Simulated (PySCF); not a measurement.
# How methods differ on the excitation energy of C

C [He] 2s2 2p2 (3P) → C [He] 2s2 2p1 3s1 (3P), as a difference of total energies. All numbers are calculated (PySCF 2.14, the non-relativistic Hamiltonian (point nucleus), in aug-cc-pVTZ with one added diffuse shell each of s, p, d, f type (6s5p4d3f, 62 functions)). Correlated levels: valence: 1s2 frozen. The calculations carry no spin-orbit coupling.

| method | excitation energy (eV) |
| --- | --- |
| UHF | 7.254 |
| MP2 (valence) | 7.575 |
| SCS-MP2 (valence) | 7.469 |
| CCSD (valence) | 7.418 |
| CCSD(T) (valence) | 7.425 |

How much does correlation contribute at CCSD(T) (valence)?

7.425 − (7.254) = 0.171 eV, measured against UHF.

Errors of the correlated levels include the incompleteness of this basis and the frozen core.

For comparison: 7.482 eV (measured; NIST levels, between the centres of gravity of the two terms).
